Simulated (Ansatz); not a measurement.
Pulling the pair apart

The pair of Ag⁺ (SMILES [Ag+], atom 1) and BF$_{3}$ (SMILES FB(F)F, atoms 2–5), both closed shells, in one local arrangement (a lower one may exist), relaxed at PBE0-D4/def2-TZVP:

Ag1  (0.153, 0.012, -2.424)
F2  (-0.122, -0.007, 1.930)
B3  (-0.041, -0.003, 0.651)
F4  (-0.086, 1.109, -0.080)
F5  (0.096, -1.110, -0.076)
(Å)

BF$_{3}$ is shifted rigidly along the line between the mean atom positions of the two fragments (negative: closer). Counterpoise interaction energies in kJ/mol. Computed with Ansatz 0.2.0 (basis: def2-TZVPPD); correlated methods freeze the cores. Filled d shells of the heavier atoms are correlated. Core potentials replace the inner electrons of the atoms past krypton.

| shift (Å) | MP2 | PBE-D4 | wB97M-V |
| --- | --- | --- | --- |
| -0.26 | -33.1 | -49.8 | -41.5 |
| -0.13 | -41.2 | -57.3 | -48.9 |
| 0.00 | -43.3 | -58.9 | -50.2 |
| 0.13 | -42.3 | -56.5 | -48.1 |
| 0.31 | -38.4 | -50.5 | -42.9 |
| 0.65 | -29.7 | -38.1 | -32.1 |
| 1.30 | -17.9 | -21.4 | -18.6 |
| 2.60 | -8.4 | -8.5 | -8.4 |

(1) What does CCSD(T) give at these shifts? (To be estimated.)

No T1 diagnostic of these runs exceeds 0.012.

Results:

(1) Computed: -32.1, -40.8, -43.3, -42.4, -38.6, -29.9, -17.9, -8.3 kJ/mol. For zero shift, CCSD(T) at an estimated basis limit (MP2 extrapolated from triple and quadruple zeta, plus CCSD(T) − MP2 in triple zeta) gives -49.4 kJ/mol. These are counterpoise interaction energies, counted from the two frozen fragments.

For scale, one of the runs: CCSD(T)/def2-TZVPPD, 213 basis functions, launched by `ansatz run in.yaml --threads 4 --pin off --events-out ev --progress --plain --max-ram 9574MiB`. Hardware: 4 CPU threads of an Arm Neoverse V2, shared host. Wall time 2.8 min; peak host memory 4 GiB.
